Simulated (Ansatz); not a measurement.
Relaxation of F3H5SW (10 atoms, charge 0, multiplicity 1), to a largest force component of 0.03 eV/Å in at most 50 steps.

All numbers below come from RKS r2SCAN-D4/def2-SVP (Ansatz 0.2.0).

```xyz
10
Properties=species:S:1:pos:R:3:forces:R:3
W -0.255 0.112 -0.104 0.12 0.27 0.15
H -0.058 1.050 1.321 -0.13 -0.07 -0.13
H 0.285 1.701 -0.392 -0.01 -0.06 0.02
F -1.834 1.145 -0.008 0.04 -0.04 -0.01
H -1.521 -0.835 -0.766 -0.03 -0.03 -0.02
F 0.393 -1.195 1.046 0.01 -0.05 0.04
F 0.897 -0.226 -1.512 0.03 0.02 -0.02
S 2.894 1.037 1.403 -0.70 -0.05 0.14
H 2.830 -0.260 1.791 0.01 0.10 0.00
H 1.667 1.308 1.977 0.66 -0.08 -0.17
```

Where does it end, and by what steps?

The run converged. After 9 steps the energy has fallen by 0.236 eV; S8 moved furthest, 0.63 Å. Joined: W1–S8 (3.61 → 2.90 Å).

```csv
step,energy less start (eV),largest force component (eV/Å),accepted
0,0.0000,0.701,yes
1,-0.0516,0.726,yes
2,-0.0968,1.060,yes
3,-0.1672,0.899,yes
4,-0.1941,1.012,yes
5,-0.1520,0.591,no
6,-0.2239,0.302,yes
7,-0.2331,0.106,yes
8,-0.2336,0.148,yes
9,-0.2359,0.025,yes
```

```xyz
10
Properties=species:S:1:pos:R:3
W -0.171 0.150 -0.020
H -0.231 1.072 1.418
H 0.292 1.784 -0.231
F -1.812 1.065 -0.145
H -1.267 -0.921 -0.810
F 0.248 -1.210 1.200
F 1.045 -0.099 -1.417
S 2.457 0.835 0.989
H 2.665 -0.323 1.662
H 2.072 1.483 2.111
```

Whether the end is a true minimum wasn't checked by a vibrational analysis.

Time of the run: 43 s on 4 threads of Intel(R) Xeon(R) Platinum 8259CL CPU @ 2.50GHz (Skylake/Cascade Lake), on a shared host, peak memory 0.23 GiB.
